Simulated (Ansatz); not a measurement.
`CBO[SiH2]C` + `[SiH3]S` → `C[SiH2]S[SiH3]` + `CBO`  (ligand exchange at the Si–O bond)

Computed with Ansatz on PBE0-D4/def2-TZVP structures; ΔE is electronic, products minus reactants. CCSD(T)/CBS adds triple-zeta CCSD(T) − MP2 to the extrapolated MP2 energy (def2 sets, frozen cores). One conformer a species, not always the lowest.

```tsv
species	CCSD(T)/CBS(def2) energy (Eh)
`CBO[SiH2]C`	-470.67588
`[SiH3]S`	-689.27336
`C[SiH2]S[SiH3]`	-1018.85612
`CBO`	-141.08489
```

(1) Work out ΔE.

Largest T1 diagnostic among the species: 0.012.

Answers

(1) ΔE = (-1018.85612) + (-141.08489) − (-470.67588) − (-689.27336) = 0.00823 Eh = +21.6 kJ/mol.

From BLYP to BHLYP (50 % exact exchange), in def2-TZVPP and without D4, ΔE moves by +6.2 kJ/mol. In def2-TZVPP, CCSD(T) changes the Hartree–Fock value by −19.6 kJ/mol (the triples alone add −3.9 kJ/mol) and MP2 by −24.5 kJ/mol. The D4 term adds −5.9 kJ/mol with B3LYP and −3.0 kJ/mol with PBE0; it sums over pairs of atoms, weighted by their polarisabilities, and B3LYP, whose exchange is more repulsive, gets the larger term.

B3LYP here is the variant with VWN-RPA as its local correlation; programs differ in this.
